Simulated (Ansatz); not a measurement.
Harmonic frequencies (cm⁻¹) at PBE0-D4/def2-TZVP from Ansatz: 106, 135, 144, 336, 413, 482, 528, 555, 586, 640, 699, 766, 786, 869, 890, 928, 942, 960, 1160, 1411, 2194, 2214, 2224, 2229, 2698, 3106, 3166.

Q: Which molecule is it?
A. `[SiH3][SiH]1BC1`
B. `C[SiH]1B[SiH2]1`
C. `[SiH3]B1C[SiH2]1`
D. `[SiH3]C1B[SiH2]1`

A: A.
